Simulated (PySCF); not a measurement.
HNP, SMILES [NH+]#P, charge +1.

Geometry: PBE-D3(BJ)/def2-TZVPD. The isomer is the one that the SMILES or the coordinates give; other isomers of the formula were not compared.

Level of theory: PBE-D3(BJ)/def2-TZVPD run with PySCF.

Frequencies are harmonic and unscaled.

Modes within 1.5 cm⁻¹ of each other (mostly degenerate sets) share a row, with their intensities summed.

Task: Estimate the vibrational spectrum. (Estimate from the structure and the level; the computed values follow.)

Result: 
| mode | ν (cm⁻¹) | IR (km/mol) | moving atoms (share of kinetic energy) |
|---|---|---|---|
| 1–2 | 662 | 310.3 | H 82 %, N 17 % |
| 3 | 1393 | 2.8 | N 60 %, P 33 % |
| 4 | 3500 | 395.5 | H 91 %, N 9 % |
